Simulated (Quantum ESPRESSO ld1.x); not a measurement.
All-electron atom: Pt I in [Xe] 4f14 5d9 7d1 (not the ground configuration). All-electron calculation, Dirac Kohn-Sham, PBE, spin-unpolarised, spherical densities, point nucleus; open shells fill j = l - 1/2 first. Program: ld1.x of Quantum ESPRESSO 7.5. Some entries of the table are withheld. Estimate them.

orbital  occ.  eigenvalue (hartree)  <1/r> (bohr^-1)  r(max) (bohr)
1s1/2       2            -2878.2429            94.03          0.011
2s1/2       2             -505.4138            23.06          0.061
2p1/2       2             -484.3431            23.00          0.046
2p3/2       4             -420.7948            18.86          0.052
3s1/2       2             -118.8823            8.462          0.173
3p1/2       2             -109.4415            8.373          0.161
3p3/2       4              -95.4718            7.295          0.176
3d3/2       4              -79.7845              (1)          0.137
3d5/2       6              -76.7743              (2)          0.141
4s1/2       2              -25.7267            3.575          0.392
4p1/2       2              -21.7237            3.464          0.388
4p3/2       4              -18.3970            3.090          0.420
4d3/2       4              -11.8498            2.884          0.412
4d5/2       6              -11.2313            2.797          0.425
5s1/2       2               -3.9662            1.432          0.872
4f5/2       6               -2.8700            2.407          0.384
4f7/2       8               -2.7431            2.373          0.388
5p1/2       2                   (3)            1.303          0.926
5p3/2       4                   (4)            1.165           1.00
5d3/2       4               -0.4894           0.8229           1.24
5d5/2       5               -0.4392           0.7868           1.28
7d3/2       1               -0.0204          0.06906           20.8
7d5/2       0               -0.0200          0.07057           21.0

Answer. 
(1) 3d3/2 <1/r> (bohr^-1): 7.192
(2) 3d5/2 <1/r> (bohr^-1): 6.945
(3) 5p1/2 eigenvalue (hartree): -2.6929
(4) 5p3/2 eigenvalue (hartree): -2.1459
